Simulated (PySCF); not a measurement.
## La(III) with more and more NH2

Computed with PySCF 2.14.0, PBE0, def2-SVP on the ligands, density fitting, scalar-relativistic core potentials, no spin-orbit coupling, vacuum. The metal has lcecp-1-SVP with ECP46. Each complex is relaxed within the symmetry of its template. Distances are means of the shortest metal–ligand contacts, charges and spins Mulliken's; removal energies are rigid, with the ligand's formal charge and no counterpoise, so too large; for an anion taken off a cation in vacuum most of it is the attraction of opposite charges, and multiply charged cations can part far more cheaply with an electron moved from ligand to metal. lcecp potentials hold a fixed number of 4f electrons in the core, out of states, spins and gaps.

```
    complex  point group  M–NH2 (Å)  charge on M (e)  dipole (D)  removal of one NH2 (eV)  strongest infrared band, degenerate modes summed (cm⁻¹)  unstable modes (below −25 cm⁻¹)
[La(NH2)2]+          C2v      2.187             1.29           –                    16.28                                                      628                                0
[La(NH2)4]−           S4      2.389             0.74           –                     4.98                                                        –                        not given
```

Question: What does the calculation give for La(NH2)3?

Answer: point group: Cs, M–NH2 (Å): 2.299, charge on M (e): 0.99, dipole (D): 2.13, removal of one NH2 (eV): 9.86, unstable modes (below −25 cm⁻¹): 1.
```xyz
10

La    0.0429    0.0001   -0.6486
N     2.2301    0.0000    0.0774
H     2.4881   -0.0002    1.0667
H     3.1170    0.0001   -0.4282
N    -1.1167    1.9187   -0.1546
H    -0.6972    2.7840    0.1907
H    -2.1251    2.0571   -0.0683
N    -1.1167   -1.9186   -0.1554
H    -0.6972   -2.7841    0.1895
H    -2.1251   -2.0571   -0.0692
```

The more ligands, the longer each bond and the weaker the last ligand is held.

Members with unstable modes aren't minima as they stand: saddle points kept by symmetry or, where the modes are soft, flat surfaces and noise. Moved off a saddle point of the template and relaxed again: [La(NH2)2]+, La(NH2)3, [La(NH2)4]−. One start shape was tried for each, so a minimum needn't be the lowest isomer.
